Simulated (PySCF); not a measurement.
Dipole response of In⁻ (indium, charge -1)

[Kr] 4d10 5s2 5p2, high-spin 3P determinant. All numbers are calculated (PySCF 2.14, a scalar-relativistic core potential, in aug-cc-pwCVTZ-PP with ECP28MDF). Coupled (time-dependent) response in atomic units; α is the mean over directions.

| method | mean α (bohr³) | α xx, yy, zz | C₆ (like pair) | S(−4) |
| --- | --- | --- | --- | --- |
| UHF | 399.9 | 191.7, 504.1, 503.9 | 8437 | 136000 |
| wB97X | 372.6 | 180.5, 468.7, 468.6 | 7496 | 125000 |

S(−4) is the Cauchy moment in α(ω) = α(0) + S(−4) ω² + …

Spin-orbit coupling is absent.

α(iu) at UHF:

```csv
u (hartree),α(iu) (bohr³)
0,399.9
0.0500,245.9
0.100,141.9
0.200,63.56
0.300,36.19
0.500,17.07
0.750,9.487
1.00,6.360
1.50,3.689
2.00,2.505
3.00,1.414
5.00,0.6349
```

A single London oscillator, α(iu) = α/(1 + u²/ω²), gives C₆ = (3/4) ω α². Matching the computed C₆ needs ω = 4 × 8437 / (3 × 399.9²) = 0.0703 hartree.

For an ion, C₆ is the dispersion term alone; charge-induced terms of lower order in 1/R come first.

The components differ because the open shell of this determinant is not spherical; for a pure term their mean is the scalar polarisability.

Energies and moments cover only the electrons outside the core potential.
